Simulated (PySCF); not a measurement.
Correlation energy of Br⁺ (bromine, charge +1)

[Ar] 3d10 4s2 4p3 5s1, high-spin 5S determinant (an excited configuration). All numbers are calculated (PySCF 2.14, the spin-free X2C one-electron Hamiltonian (Gaussian nucleus), in aug-cc-pVDZ-DK (6s5p3d, 36 functions)). Frozen: [Ar] 3d10; 6 electrons correlated.

| level | correlation energy (mhartree) |
| --- | --- |
| CCSD | -85.92 |
| (T) | -1.22 |
| CCSD(T) | -87.14 |
| CCSDT | -87.36 |

Diagnostics: T1 = 0.0064, D1 = 0.0207, largest double amplitude 0.045.

The outer electron is Rydberg-like, and this basis confines it to a smaller radius and binds it less than a complete one would.

Cost of the coupled-cluster step: about 0.21 core-seconds, for 6 correlated electrons.
